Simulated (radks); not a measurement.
Values are calculated unless marked as measured or tabulated.
Ionisation of the magnesium ion Mg2+, [Ne], to Mg3+, [He] 2s2 2p5, under several functionals. Dirac Kohn-Sham, spin-unpolarised, spherical densities, finite nucleus; open shells are shared between the two j in proportion to 2j + 1; a radial shooting solver on a logarithmic mesh with Libxc functionals.

functional         E(Mg2+) (hartree)  Exc (hartree)  IE (eV)  -e(HOMO) (eV)  <r> HOMO (bohr)  IE error (eV)
exchange-only B88         -199.15703      -15.67197   79.981         65.404           0.6852         -0.163
OLYP                      -199.56575      -16.10519   81.516         66.908           0.6833         +1.372
RPBE                      -199.54576      -16.06993   81.126         66.541           0.6847         +0.982
XLYP                      -199.65255      -16.17652   81.296         66.702           0.6849         +1.152
exchange-only PBE         -199.06193      -15.56945   79.922         65.359           0.6862         -0.222
PBE                       -199.43518      -15.95477   81.187         66.603           0.6845         +1.043
Wu-Cohen GGA              -199.24903      -15.76500   81.193         66.607           0.6839         +1.049

NIST Atomic Spectra Database: 80.144 eV (measured). Closest: exchange-only B88. The Delta-SCF values span 1.59 eV, the total energies 0.59 hartree. The highest occupied level is 2p3/2. Spin polarisation and multiplet splitting are left out, so open shells lie too high by an amount that depends on their filling.

Beside tabulated values, note that spin-unpolarised runs miss the spin-polarisation part of the exchange energy of open shells.
